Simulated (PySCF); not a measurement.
PySCF 2.14 output of a UHF calculation on a single atom or ion in aug-cc-pVDZ, with the non-relativistic Hamiltonian (point nucleus):

```
SCF conv_tol = 1e-09
number electrons alpha = 3  beta = 1
cycle= 1 E= -14.2657468924227  delta_E= -2.58e-05  |g|= 0.00131  |ddm|= 0.0122
cycle= 2 E= -14.2657488715732  delta_E= -1.98e-06  |g|= 0.000378  |ddm|= 0.00309
cycle= 3 E= -14.265749063633  delta_E= -1.92e-07  |g|= 2.62e-05  |ddm|= 0.00114
cycle= 4 E= -14.2657490653016  delta_E= -1.67e-09  |g|= 5.42e-07  |ddm|= 0.000126
cycle= 5 E= -14.2657490653021  delta_E= -4.88e-13  |g|= 1.21e-07  |ddm|= 6.71e-06
converged SCF energy = -14.2657490653021  <S^2> = 2.000001  2S+1 = 3.0000007
```

The run itself started from symmetry-adapted Hartree-Fock orbitals and held the occupation by maximum overlap, so the iterations belong to that start.

**Question.** Which element, charge and spin multiplicity is this?

**Answer.** Be (beryllium, neutral), multiplicity 3; the state was [He] 2s1 3d1, high-spin 3D determinant (an excited configuration).

The outer electron is Rydberg-like, and this basis confines it to a smaller radius and binds it less than a complete one would. At UHF the highest occupied level has a positive energy, so only the finite basis holds that electron; for this excited configuration the basis is too tight for the outer shell.
